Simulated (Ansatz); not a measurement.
Ansatz results at the PBE0-D4/def2-TZVP geometry: HOMO energy (PBE/def2-TZVPP) -5.16 eV; LUMO energy (PBE/def2-TZVPP) -1.44 eV; HOMO energy (ωB97M-V/def2-TZVPP) -8.38 eV.

Each molecule was computed in one conformer, which needn't be the lowest.

Which molecule gave them?
A. `[CH3][Zn][Se]C(C)C`
B. `C[Se]C(F)(F)F`
C. `CC[SeH]`
D. `O[Si](O)(O)[SeH]`

A. The others give `CC[SeH]`: -5.31, -0.75, -8.68; `O[Si](O)(O)[SeH]`: -5.90, -0.70, -9.27; `C[Se]C(F)(F)F`: -5.82, -1.33, -9.30.
